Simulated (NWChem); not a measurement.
**Ionisation of H5GeSi**

SMILES: [SiH3][GeH2]
```xyz
7

Si    -0.1778     1.5823     0.0000
Ge     0.1268    -0.7947     0.0000
H      0.4710     2.1530    -1.2156
H      0.4710     2.1530     1.2156
H     -1.6223     1.9698     0.0000
H     -0.4442    -1.4986    -1.2594
H     -0.4442    -1.4986     1.2594
```
Charge 0, spin multiplicity 2.

The numbers come from NWChem runs, not from measurements. All single points use one geometry, from UB3LYP/def2-SVP, a minimum by its harmonic frequencies.

Basis set: def2-SVPD. The species with one electron less has spin multiplicity 1 and keeps the geometry of the parent. Δ marks differences of total energies (open shells unrestricted). −ε marks an orbital energy of the parent. That orbital need not have the symmetry of the hole or added electron in the Δ rows. That singlet is a closed-shell solution.

The Hamiltonian is non-relativistic. The correlated methods keep 14 core orbitals frozen. B3LYP has NWChem's definition, with VWN1-RPA local correlation. The structure started from a generated list of species. The unpaired electrons of the parent sit in orbitals of symmetry a' (Cs labels of the run); other states weren't searched. The stability of the SCF solutions was not checked.

For the first vertical ionisation energy, ΔB3LYP gives 8.24 eV and G0W0@PBE0 gives 7.69 eV. What do ΔPBE0, ΔB2PLYP, −ε(alpha HOMO) of PBE0 give?

ΔPBE0: 8.27 eV; ΔB2PLYP: 8.16 eV; −ε(alpha HOMO) of PBE0: 6.14 eV.
